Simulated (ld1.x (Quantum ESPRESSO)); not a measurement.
## Which change was made? (Sm, TM)

```
Element                 : samarium (Sm)
Generator               : ld1.x (Quantum ESPRESSO) 7.5
Type                    : norm-conserving Troullier–Martins (Kleinman–Bylander form)
Functional              : PBEsol
Relativity              : non-relativistic
Frozen core             : [Kr] 4d10 5s2
Valence charge          : 14
Reference configuration : 4f6 5p6 5d0 6s2 6p0
Partial waves           : 5p (bound): rc 2.45 bohr; 5d (bound, empty): rc 3.65 bohr; 4f (bound): rc 1.40 bohr; 6s (bound): rc 3.90 bohr
Local potential         : the s channel
Core correction         : none
```

Cutoffs, loose and tight: the cutoffs (Ry, on a coarse ladder) from which the occupation-weighted sum of valence levels, in a spherical-Bessel basis at the reference potential, stays within 10 and 1 mRy of its value at 400 Ry. They do not see the model core or the augmentation charge, which bear on the density cutoff. Test errors are all-electron minus pseudo excitation energies from the reference, over the configurations 4f6 5p6 5d0 6s1 6p0; 4f6 5p6 5d0 6s0 6p0; 4f5 5p6 5d0 6s0 6p0; 4f4 5p6 5d0 6s0 6p0; 4f6 5p6 5d1 6s0 6p0; 4f6 5p6 5d0 6s1 6p1; 4f6 5p6 5d0 6s0 6p1; variants that change the core or the reference have their own tests.

The base gives: outcome: generated; cutoff, loose: 200 Ry; cutoff, tight: 300 Ry; bound ghosts: none; largest test error (meV): -3275.

Q: After one change the result is: outcome: generated; cutoff, loose: 140 Ry; cutoff, tight: 200 Ry; bound ghosts: none; largest test error (meV): -1753. Which change was it?
A. all radii scaled by about 1.31 (s 5.10, p 3.20, d 4.78, f 1.84 bohr)
B. type RRKJ; local potential the d channel; rho0 0.02
C. reference 4f6 5p6 5d0 6s0 6p0

A: A. The others give: reference 4f6 5p6 5d0 6s0 6p0 → outcome: generated; cutoff, loose: 200 Ry; cutoff, tight: 300 Ry; bound ghosts: none; largest test error (meV): -1084 | type RRKJ; local potential the d channel; rho0 0.02 → outcome: failed: compute_chi: n is too large.
